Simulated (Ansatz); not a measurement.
Reaction (redistribution): `C[NH][Al]([CH3])[F]` + `[OH][Al-]1([OH])[O]C(C(F)(F)F)=CC(C(F)(F)F)=[O+]1` → `[CH3][Al-]1([F])[O]C(C(F)(F)F)=CC(C(F)(F)F)=[O+]1` + `C[NH][Al]([OH])[OH]`

Isolated molecules relaxed with PBE0-D4/def2-TZVP in Ansatz; ΔE leaves out vibrations. CBS: MP2 limit from def2 TZ/QZ plus the TZ coupled-cluster correction, frozen cores. Functionals use def2-TZVPP. B3LYP here is the variant with VWN-RPA as its local correlation; programs differ in this. One conformer a species, not always the lowest.

| level | ΔE (kJ/mol) |
| --- | --- |
| B3LYP | -1.5 |
| MP2/def2-TZVPP | -3.0 |
| SCS-MP2/def2-TZVPP | -3.3 |
| CCSD/def2-TZVPP | -2.7 |
| HF/def2-QZVPP | -3.5 |
| MP2/def2-QZVPP | -3.1 |
| SCS-MP2/def2-QZVPP | -3.4 |
| HF/CBS(def2) | -3.5 |

(1) What does CCSD(T)/CBS give? (An estimate is asked.)

Largest T1 diagnostic among the species: 0.015.

## Answers

(1) Ansatz gave: -2.6 kJ/mol. The listed levels differ from it by 1.1, -0.4, -0.7, -0.1, -0.9, -0.5, -0.8, -0.9 kJ/mol.
